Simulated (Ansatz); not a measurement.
Total energies of Ge4⁺ (the lowest doublet isomer of a short search) from Ansatz at PBE0-D4/def2-TZVP, gas phase (1 Eh = 27.2114 eV = 2625.5 kJ/mol). The reference geometry is relaxed at r2SCAN-D4/def2-SVP.

Cartesian coordinates in Å:
```
Ge 1.0305 -0.7292 -0.6563
Ge -0.9901 -1.6637 0.2940
Ge 0.9899 1.6637 -0.2944
Ge -1.0303 0.7292 0.6567
```

| state | geometry | energy (Eh) |
| --- | --- | --- |
| charge 1 doublet | reference | -8306.73737 |
| charge 0 singlet | reference | -8307.00568 |
| charge 1 quartet | relaxed at r2SCAN-D4/def2-SVP | -8306.68639 |

(1) Work out the vertical electron affinity, to the singlet.

(2) Which of the charge 1 states is lowest, and how far above it are the others?

(1) E(charge 1 doublet) − E(charge 0 singlet) = -8306.73737 − (-8307.00568) = 0.26831 Eh = 7.30 eV.

(2) The doublet. quartet: -8306.68639 − (-8306.73737) = 0.05098 Eh = 133.8 kJ/mol.

The structure comes from a short search, and lower isomers may exist.
